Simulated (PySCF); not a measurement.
Level of theory: core-valence-separated Tamm–Dancoff BHandHLYP/aug-pcX-1 (pcseg-1 on H, def2-SVPD on As) in PySCF, non-relativistic, gas phase, PBE0-D3(BJ)/def2-SVP geometry. BHandHLYP without relativity tends to put these K edges a few eV too low, so spacings mean more than positions.

Main lines of an unknown, eV (oscillator strength): C K: 285.2 (0.045), 285.4 (0.013), 285.4 (0.022), 285.9 (0.021), 286.0 (0.045). Listed: the first five lines at most of each edge with a tenth or more of its strongest line's intensity; roots within 0.03 eV on the same or equivalent atoms are summed. Only the lowest roots were sought, and the top ones are left out.

Question: Which candidate gives them?
A. `C[AsH]C(C)C`
B. `CC(C)(C)[AsH2]`

Answer: B. 

- `CC(C)(C)[AsH2]`: C K: 285.2 (0.045), 285.4 (0.013), 285.4 (0.022), 285.9 (0.021), 286.0 (0.045). First C line listed at 285.2 eV, hole on the sp3 carbon without hydrogen.
- `C[AsH]C(C)C`: C K: 285.2 (0.013), 285.3 (0.043), 285.4 (0.009), 285.4 (0.009), 285.6 (0.035). First C line listed at 285.2 eV, hole on the methyl carbon.

One conformer each; other structures than these candidates weren't tested.

The values belong to the conformer `[CH3:1][C:2]([CH3:3])([CH3:4])[AsH2:5]`: H–As5–C2–C1 -44°, H–As5–C2–C1 49°.
